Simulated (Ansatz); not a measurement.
`N#[C][SnH2][C]#N`, charge 0, multiplicity 1.

Problem. Give a relaxed structure at PBE0-D4/def2-TZVP (Ansatz). (An estimate is asked.)

Solution. Ansatz gave: 
Cartesian coordinates in Å:
```
N -1.159 -0.172 -2.647
C -0.858 -0.009 -1.547
Sn -0.368 0.315 0.467
C 1.525 -0.560 0.701
N 2.563 -1.030 0.865
H -0.230 1.977 0.728
H -1.472 -0.521 1.432
```
Point group C2v.
